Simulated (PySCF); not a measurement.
Distorted geometries of [IrH5]−

[IrH5]− (doublet; a saddle point, relaxed within its symmetry). PySCF 2.14.0, UKS B3LYP, Ir def2-SVP with ECP60, H def2-SVP; non-relativistic Hamiltonian with scalar-relativistic core potentials where named; density fitting; no spin-orbit coupling. Relaxed geometry:

```xyz
6

Ir    0.0000    0.0000   -0.0218
H     0.0000    0.0000    1.5269
H     1.5658    0.0117   -0.5349
H    -0.0132    1.7002   -0.0217
H    -1.5658   -0.0117   -0.5349
H     0.0132   -1.7002   -0.0217
```

Task: Order these distorted geometries by energy above the relaxed one, lowest first.
A.
```xyz
6

Ir    0.2232   -0.0972    0.0709
H    -0.1817   -0.0566    1.5662
H     1.6488   -0.0341   -0.4594
H     0.0898    1.8657   -0.0974
H    -1.7131    0.0855   -0.8219
H    -0.0669   -1.7633    0.1334
```
B.
```xyz
6

Ir    0.0938    0.0508    0.0964
H    -0.2166    0.0440    1.3991
H     1.6457    0.0005   -0.6858
H     0.0084    1.5615    0.0522
H    -1.4928   -0.0611   -0.4296
H    -0.0385   -1.5958   -0.0406
```
C.
```xyz
6

Ir    0.0295   -0.0035   -0.0654
H    -0.0169   -0.0495    1.6086
H     1.5878    0.0258   -0.5190
H    -0.0373    1.7163   -0.0525
H    -1.5936   -0.0375   -0.5388
H     0.0306   -1.6517   -0.0411
```

Result: C (0.18 eV), B (1.17 eV), A (1.40 eV).

Task: Which forces (eV/Å) act in the one that lies 1.40 eV up?

Result: 
```
Ir  -5.33  1.15 -1.75
H    0.68  0.03  0.27
H    1.96  0.28  0.30
H    0.56 -1.67  0.13
H    1.70 -0.16  0.98
H    0.44  0.37  0.08
```
Forces carry noise of the integration grid, about 0.01 to 0.03 eV/Å.

Open shells may have lower solutions than the one found.
